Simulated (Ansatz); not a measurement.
Nb(OH)3 (H3NbO3), SMILES [OH][Nb]([OH])[OH] (connectivity only; charge and spin as stated), neutral, multiplicity 3.

Geometry optimised at B3LYP-D3(BJ)/def2-SVP. The spin state was assumed, not searched. The def2 effective core potentials stand for the cores of Nb; spin–orbit coupling is left out. One conformer was computed; it need not be the lowest.

Two levels are set side by side: PBE/def2-SVPD (Ansatz, a program for electronic structure) and PBE0/def2-SVPD (Ansatz). Energy differences of separate SCF runs at the same geometry; the states with an electron removed or added have multiplicity 2 and 2. Differences are taken from unrounded values.

```
quantity                         PBE0
-------------------------------  ----
vertical ionisation energy (eV)  7.02
```

Problem. What does PBE give, and how far is it from PBE0? (An estimate is asked for; the answer gives what the named calculation found.)

Solution. 
```csv
quantity,PBE,PBE minus PBE0
vertical ionisation energy (eV),6.69,-0.32
```
